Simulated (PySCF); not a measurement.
# Correlation energy of Zr (zirconium, neutral)

[Kr] 4d3 5s1, high-spin 5F determinant (an excited configuration). All numbers are calculated (PySCF 2.14, the spin-free X2C one-electron Hamiltonian (Gaussian nucleus), in x2c-QZVPPall (13s8p7d3f2g, 111 functions)). Frozen: [Kr]; 4 electrons correlated.

```json
{"level": "CCSD", "correlation energy (mhartree)": "-37.10"}
{"level": "(T)", "correlation energy (mhartree)": "-0.96"}
{"level": "CCSD(T)", "correlation energy (mhartree)": "-38.06"}
```

Diagnostics: T1 = 0.011, D1 = 0.0223, largest double amplitude 0.026.

Cost of the coupled-cluster step: roughly 16 core-seconds, for 4 correlated electrons.
